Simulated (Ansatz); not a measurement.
The same molecule with X = Ti, Zr, Hf. Ansatz, PBE0-D4/def2-TZVP geometries, multiplicity 1. Each molecule was computed in one conformer, which needn't be the lowest.

Elements past krypton have def2 core potentials. Scalar relativity is left out up to krypton.

```csv
X,molecule,mean X–Cl bond length / Å,mean X–N bond length / Å,HOMO energy (ωB97M-V/def2-TZVPP) / eV,LUMO energy (ωB97M-V/def2-TZVPP) / eV,LUMO energy (PBE/def2-TZVPP) / eV
Zr,`[NH2][Zr]([NH2])([Cl])[Cl]`,2.363,2.008,-10.13,0.65,-2.20
Hf,`[NH2][Hf]([NH2])([Cl])[Cl]`,2.361,2.010,-10.09,0.99,-1.73
```

(1) Give the row for X = Ti, `[NH2][Ti]([NH2])([Cl])[Cl]`. (Estimate.)

Results:

(1) The calculation gave: 
```json
{"X": "Ti", "molecule": "`[NH2][Ti]([NH2])([Cl])[Cl]`", "mean X–Cl bond length / Å": "2.210", "mean X–N bond length / Å": "1.854", "HOMO energy (ωB97M-V/def2-TZVPP) / eV": "-10.19", "LUMO energy (ωB97M-V/def2-TZVPP) / eV": "-0.12", "LUMO energy (PBE/def2-TZVPP) / eV": "-3.26"}
```

From Ti to Hf the mean X–Cl bond length isn't monotonic: highest at Zr, lowest at Ti; the mean X–N bond length rises at each step, by 0.156 Å in all; the HOMO energy (ωB97M-V/def2-TZVPP) rises at each step, by 0.10 eV in all; the LUMO energy (ωB97M-V/def2-TZVPP) rises at each step, by 1.11 eV in all; the LUMO energy (PBE/def2-TZVPP) rises at each step, by 1.53 eV in all.
